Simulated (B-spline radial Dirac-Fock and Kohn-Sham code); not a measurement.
ΔSCF core binding energies without Breit or QED terms, calculated with a radial B-spline solver.

A sound run for the Yb⁵⁺ ion, 1s2 2s2 2p6 3s2 3p6 3d10 4s2 4p6 4d10 4f12 5s2 5p5: The ground state converged in 11 iterations, with total energy -14061.77414 Ha, virial ratio 1.90050 and highest orbital energy -88.01 eV. ΔSCF binding energies: K (1s) 61698.5 eV, L3 (2p3/2) 9046.8 eV, M5 (3d5/2) 1611.5 eV.

A second run, with one unsound setting: The ground state converged in 9 iterations, with total energy -13797.71382 Ha, virial ratio 1.83951 and highest orbital energy -95.12 eV. ΔSCF binding energies: K (1s) 61896.6 eV, L3 (2p3/2) 9316.0 eV, M5 (3d5/2) 1864.6 eV.

```
iter   energy (Ha)        error
   1   -13721.97901492  5.93e+00
   2   -13794.99507820  1.93e+00
   3   -13797.03355864  8.60e-01
   4   -13797.54464182  3.75e-01
   5   -13797.71048610  6.75e-02
   6   -13797.71377968  3.17e-03
   7   -13797.71382323  3.56e-04
   8   -13797.71382361  9.99e-06
   9   -13797.71382361  5.47e-07
```

Problem. Which fault fits the second run best?
A. functional not served
B. too few iterations
C. mesh too coarse
D. speed of light below Z

Solution. C. The input had h = 1.3: h is too large to resolve the orbitals.
